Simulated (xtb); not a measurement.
Input for xtb: GFN2-xTB on CH7GeN (SMILES [CH3][GeH2][NH2]), a point of a torsion scan.

```
$ xtb mol.xyz --gfn 2 --opt vtight --chrg 0 --uhf 0 --input xcontrol
10

C      1.28744532     0.47545367    -0.00607978
Ge    -0.18963167    -0.78007795    -0.08666333
N     -1.19433290    -0.67004302     1.46315706
H      2.25275906    -0.03312477    -0.07839361
H      1.22668033     1.21786477    -0.81450521
H      1.22713685     0.99118065     0.98484190
H      0.43948270    -2.19813377    -0.12399933
H     -1.03641661    -0.56062919    -1.35462534
H     -1.89370295     0.10075460     1.45466865
H     -0.54013754    -0.63910267     2.26823226
$constrain
  force constant=1.0
  dihedral: 4,1,2,3,120.0
$end
```

The log:

```
[...]
           -------------------------------------------------
          |                Calculation Setup                |
           -------------------------------------------------



           -------------------------------------------------
          |                 G F N 2 - x T B                 |
           -------------------------------------------------

        Reference                      10.1021/acs.jctc.8b01176
      * Hamiltonian:
        H0-scaling (s, p, d)           1.850000    2.230000    2.230000
        zeta-weighting                 0.500000
      * Dispersion:
        s8                             2.700000
        a1                             0.520000
        a2                             5.000000
        s9                             5.000000
      * Repulsion:
        kExp                           1.500000    1.000000
        rExp                           1.000000
      * Coulomb:
        alpha                          2.000000
        third order                    shell-resolved
        anisotropic                    true
        a3                             3.000000
        a5                             4.000000
        cn-shift                       1.200000
        cn-exp                         4.000000
        max-rad                        5.000000


          ...................................................
          :                      SETUP                      :
          :.................................................:
          :  # basis functions                  25          :
          :  # atomic orbitals                  24          :
          :  # shells                           14          :
          :  # electrons                        20          :
          :  max. iterations                   250          :
          :  Hamiltonian                  GFN2-xTB          :
          :  restarted?                      false          :
          :  GBSA solvation                  false          :
          :  PC potential                    false          :
          :  electronic temp.          300.0000000     K    :
          :  accuracy                    1.0000000          :
          :  -> integral cutoff          0.2500000E+02      :
          :  -> integral neglect         0.1000000E-07      :
          :  -> SCF convergence          0.1000000E-05 Eh   :
          :  -> wf. convergence          0.1000000E-03 e    :
          :  Broyden damping             0.4000000          :
          :  net charge                          0          :
          :  unpaired electrons                  0          :
          ...................................................

 iter      E             dE          RMSdq      gap      omega  full diag
   1    -10.3643582 -0.103644E+02  0.624E+00    5.18       0.0  T
   2    -10.3167357  0.476225E-01  0.830E+00    9.16       1.0  T
   3    -10.6236139 -0.306878E+00  0.301E+00    7.82       1.0  T
   4    -10.6105587  0.130551E-01  0.264E+00    7.93       1.0  T
   5    -10.6313777 -0.208189E-01  0.218E-01    7.50       1.0  T
   6    -10.6316393 -0.261679E-03  0.241E-01    7.44       1.0  T
   7    -10.6316908 -0.514111E-04  0.671E-02    7.48       1.0  T
   8    -10.6316933 -0.254083E-05  0.238E-02    7.48       1.3  T
   9    -10.6316942 -0.869711E-06  0.622E-03    7.47       5.1  T
  10    -10.6316942 -0.113176E-07  0.174E-03    7.47      18.2  T
  11    -10.6316942 -0.433199E-08  0.339E-04    7.47      93.2  T
  12    -10.6316942 -0.289582E-10  0.521E-05    7.47     606.7  T

   *** convergence criteria satisfied after 12 iterations ***

         #    Occupation            Energy/Eh            Energy/eV
      -------------------------------------------------------------
         1        2.0000           -0.6291887             -17.1211
       ...           ...                  ...                  ...
         4        2.0000           -0.5082638             -13.8306
         5        2.0000           -0.4763521             -12.9622
         6        2.0000           -0.4749503             -12.9241
         7        2.0000           -0.4512593             -12.2794
         8        2.0000           -0.4220800             -11.4854
         9        2.0000           -0.4194263             -11.4132
        10        2.0000           -0.3795790             -10.3289 (HOMO)
        11                         -0.1049236              -2.8551 (LUMO)
        12                         -0.0812618              -2.2112
        13                         -0.0735225              -2.0006
        14                         -0.0383318              -1.0431
        15                          0.0586734               1.5966
       ...                                ...                  ...
        24                          1.0507735              28.5930
      -------------------------------------------------------------
                  HL-Gap            0.2746553 Eh            7.4738 eV
             Fermi-
[...]
adient             ...        0 min,  0.001 sec ( 42.657%)
 printout                       ...        0 min,  0.000 sec (  2.933%)

         :::::::::::::::::::::::::::::::::::::::::::::::::::::
         ::                     SUMMARY                     ::
         :::::::::::::::::::::::::::::::::::::::::::::::::::::
         :: total energy             -10.541648499957 Eh    ::
         :: gradient norm              0.000049980406 Eh/a0 ::
         :: HOMO-LUMO gap              7.518846298944 eV    ::
         ::.................................................::
         :: SCC energy               -10.657038908044 Eh    ::
         :: -> isotropic ES            0.011044320783 Eh    ::
         :: -> anisotropic ES          0.003110882830 Eh    ::
         :: -> anisotropic XC          0.006089151859 Eh    ::
         :: -> dispersion             -0.004248976096 Eh    ::
         :: repulsion energy           0.115390407965 Eh    ::
         :: add. restraining           0.000000000122 Eh    ::
         :: total charge               0.000000000000 e     ::
         :::::::::::::::::::::::::::::::::::::::::::::::::::::

           -------------------------------------------------
          |                Property Printout                |
           -------------------------------------------------

    * Orbital Energies and Occupations

         #    Occupation            Energy/Eh            Energy/eV
      -------------------------------------------------------------
         1        2.0000           -0.6283973             -17.0996
         2        2.0000           -0.5830197             -15.8648
         3        2.0000           -0.5697410             -15.5034
         4        2.0000           -0.5064723             -13.7818
         5        2.0000           -0.4752605             -12.9325
         6        2.0000           -0.4736629             -12.8890
         7        2.0000           -0.4543275             -12.3629
         8        2.0000           -0.4236086             -11.5270
         9        2.0000           -0.4212473             -11.4627
        10        2.0000           -0.3791680             -10.3177 (HOMO)
        11                         -0.1028555              -2.7988 (LUMO)
        12                         -0.0770349              -2.0962
        13                         -0.0662270              -1.8021
        14                         -0.0177647              -0.4834
        15                          0.0895900               2.4379
        16                          0.1118671               3.0441
        17                          0.1268184               3.4509
        18                          0.1889180               5.1407
        19                          0.2010008               5.4695
        20                          0.2488650               6.7720
        21                          0.2737504               7.4491
       ...                                ...                  ...
        24                          1.0895119              29.6471
      -------------------------------------------------------------
                  HL-Gap            0.2763125 Eh            7.5188 eV
             Fermi-level           -0.2410118 Eh           -6.5583 eV

     #   Z          covCN         q      C6AA      α(0)
     1   6 C        3.658    -0.149    23.705     6.987
     2  32 Ge       3.593     0.160   169.263    23.394
     3   7 N        2.553    -0.376    29.737     8.099
     4   1 H        0.925     0.041     2.439     2.442
     5   1 H        0.925     0.041     2.439     2.442
     6   1 H        0.925     0.038     2.473     2.459
     7   1 H        0.938    -0.033     3.702     3.008
     8   1 H        0.938    -0.033     3.702     3.008
     9   1 H        0.861     0.156     1.360     1.827
    10   1 H        0.861     0.156     1.360     1.827

 Mol. C6AA /au·bohr⁶  :       1159.613316
 Mol. C8AA /au·bohr⁸  :      45566.406311
 Mol. α(0) /au        :         55.493834


Wiberg/Mayer (AO) data.
largest (>0.10) Wiberg bond orders for each atom

 ---------------------------------------------------------------------------
     #   Z sym  total        # sym  WBO       # sym  WBO       # sym  WBO
 ---------------------------------------------------------------------------
     1   6 C    3.986 --     4 H    0.974     5 H    0.974     6 H    0.972
                             2 Ge   0.876
     2  32 Ge   3.780 --     3 N    1.120     1 C    0.876     7 H    0.840
                             8 H    0.840
     3   7 N    3.176 --     2 Ge   1.120     9 H    0.950    10 H    0.950
     4   1 H    0.998 --     1 C    0.974
     5   1 H    0.998 --     1 C    0.974
     6   1 H    0.999 --     1 C    0.972
     7   1 H    0.999 --     2 Ge   0.840
     8   1 H    0.999 --     2 Ge   0.840
     9   1 H    0.976 --     3 N    0.950
    10   1 H    0.976 --     3 N    0.950
 ---------------------------------------------------------------------------

Topologies differ in total number of bonds
Writing topology from bond orders to xtbtopo.mol

molecular dipole:
                 x           y           z       tot (Debye)
 q only:        0.113       0.237       0.193
   full:        0.408       0.630       0.379       2.138
molecular quadrupole (traceless):
                xx          xy          yy          xz          yz          zz
 q only:       -0.516      -1.138      -1.097      -0.535       0.266       1.613
  q+dip:       -0.963      -2.757      -1.917      -0.079       0.397       2.880
   full:       -1.080      -2.815      -2.038      -0.244       0.556       3.118

           -------------------------------------------------
          |                Geometry Summary                 |
           -------------------------------------------------

      molecular mass/u    :      105.7005745
   center of mass at/Å    :       -0.0968626      -0.5775429       0.1685526
  moments of inertia/u·Å² :        0.3579360E+02   0.9093581E+02   0.1149040E+03
rotational constants/cm⁻¹ :        0.4709678E+00   0.1853795E+00   0.1467106E+00

 * 9 selected distances

     #   Z          #   Z                                           value/Å
     1   6 C        2  32 Ge                                      1.9880746 (max)
     2  32 Ge       3   7 N                                       1.8167218
     1   6 C        4   1 H                                       1.0858336
     1   6 C        5   1 H                                       1.0858488
     1   6 C        6   1 H                                       1.0873664
     2  32 Ge       7   1 H                                       1.5011133
     2  32 Ge       8   1 H                                       1.5011190
     3   7 N        9   1 H                                       1.0108466
Note: The following floating-point exceptions are signalling: IEEE_UNDERFLOW_FLAG IEEE_DENORMAL
normal termination of xtb
     3   7 N       10   1 H                                       1.0108101 (min)

 * 5 distinct bonds (by element types)

   Z      Z             #   av. dist./Å        max./Å        min./Å
   1 H    6 C           3     1.0863496     1.0873664     1.0858336
   1 H    7 N           2     1.0108284     1.0108466     1.0108101
   1 H   32 Ge          2     1.5011162     1.5011190     1.5011133
   6 C   32 Ge          1     1.9880746     1.9880746     1.9880746
   7 N   32 Ge          1     1.8167218     1.8167218     1.8167218


optimized geometry written to: xtbopt.xyz


           -------------------------------------------------
          | TOTAL ENERGY              -10.541648499957 Eh   |
          | GRADIENT NORM               0.000049980406 Eh/α |
          | HOMO-LUMO GAP               7.518846298944 eV   |
           -------------------------------------------------

------------------------------------------------------------------------
------------------------------------------------------------------------
 total:
 SCF:
 ANC optimizer:
```

The run finished.

Warnings raised: the energy holds the restraint's term.

Cost: around 0.08 core-seconds (rough).
